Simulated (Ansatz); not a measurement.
`[H]/C=C/c1ccc(/C=C/c2ccccc2)cc1` was relaxed with PBE-D4 (def2-SVP) in Ansatz in these states: charge -1 doublet, neutral singlet. The geometries follow in no particular order.

A:

```xyz
30

H     2.600    4.774    4.924
C     2.129    3.881    4.485
C     2.027    3.733    3.126
C     1.449    2.646    2.368
C     1.434    2.685    0.940
C     0.889    1.670    0.166
C     0.298    0.501    0.760
C    -0.283   -0.575    0.015
C    -0.403   -0.689   -1.369
C    -0.988   -1.777   -2.104
C    -1.055   -1.731   -3.535
C    -1.616   -2.762   -4.290
C    -2.148   -3.911   -3.664
C    -2.094   -3.984   -2.255
C    -1.534   -2.957   -1.495
C     0.319    0.465    2.195
C     0.864    1.482    2.964
H     1.750    3.123    5.189
H     2.437    4.551    2.502
H     1.877    3.564    0.440
H     0.911    1.761   -0.931
H    -0.682   -1.399    0.634
H    -0.019    0.138   -1.992
H    -0.646   -0.842   -4.046
H    -1.643   -2.674   -5.389
H    -2.591   -4.726   -4.257
H    -2.500   -4.872   -1.740
H    -1.509   -3.053   -0.398
H    -0.122   -0.414    2.696
H     0.847    1.392    4.062
```

B:

```xyz
30

H    -2.587    6.805   -0.482
C    -2.482    5.715   -0.584
C    -1.429    5.067   -0.038
C    -1.142    3.628   -0.086
C     0.027    3.132    0.543
C     0.351    1.776    0.527
C    -0.484    0.834   -0.125
C    -0.200   -0.596   -0.183
C     0.887   -1.237    0.331
C     1.176   -2.669    0.270
C     2.386   -3.148    0.830
C     2.718   -4.508    0.793
C     1.845   -5.430    0.196
C     0.636   -4.975   -0.362
C     0.306   -3.617   -0.327
C    -1.655    1.332   -0.753
C    -1.977    2.688   -0.736
H    -3.271    5.194   -1.151
H    -0.681    5.665    0.514
H     0.694    3.842    1.057
H     1.268    1.440    1.031
H    -0.963   -1.194   -0.712
H     1.655   -0.638    0.850
H     3.076   -2.429    1.299
H     3.666   -4.852    1.235
H     2.101   -6.500    0.165
H    -0.056   -5.691   -0.831
H    -0.646   -3.284   -0.767
H    -2.323    0.622   -1.266
H    -2.897    3.027   -1.236
```

**Question.** Judge from the bond lengths which geometry belongs to which state (an estimate).

**Answer.** A is the charge -1 doublet (C8–C9 1.394 Å, C7–C8 1.431 Å, C9–C10 1.437 Å); B is the neutral singlet (C8–C9 1.362 Å, C7–C8 1.460 Å, C9–C10 1.462 Å).

At PBE-D4/def2-SVP the highest occupied level of the relaxed charge -1 doublet lies above zero (up to 0.95 eV). By energy differences its removal costs 0.80 eV (each at its own geometry, to the charge 0 singlet, at PBE0-D4/def2-TZVP).
